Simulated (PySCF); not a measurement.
**Working out the ionisation energy of C+**

C+ [He] 2s2 2p1 (2P) → C(2+) [He] 2s2 (1S). All numbers are calculated (PySCF 2.14, no relativity, point nucleus, in dyall-av2z (11s7p2d, 42 functions)). Frozen: 1s2; the 8 highest virtual orbitals dropped. Energies in hartree (1 hartree = 27.21139 eV):

| part | C+ (lower) | C(2+) (upper) |
| --- | --- | --- |
| UHF | -37.295165 | -36.407483 |
| CCSD correlation | -0.071957 | -0.074255 |
| (T) | -0.000847 | 0.000000 |

Task: What does Hartree-Fock give?

Result: (-36.407483) − (-37.295165) = 0.887682 hartree = 24.155 eV.

Task: What do CCSD and CCSD(T) give?

Result: The CCSD correlation energies differ by -0.002298 hartree = -0.063 eV and the triples by 0.000847 hartree = 0.023 eV, so CCSD gives 24.092 eV and CCSD(T) 24.115 eV.

Measured between the centres of the two terms (NIST): 24.378 eV, so CCSD(T) (valence) is off by -0.263 eV.

A double-zeta basis recovers only part of the correlation energy.

The coupled-cluster amplitudes are large, so a single reference is strained.

What remains against the reference includes basis incompleteness, the frozen core and higher excitations.
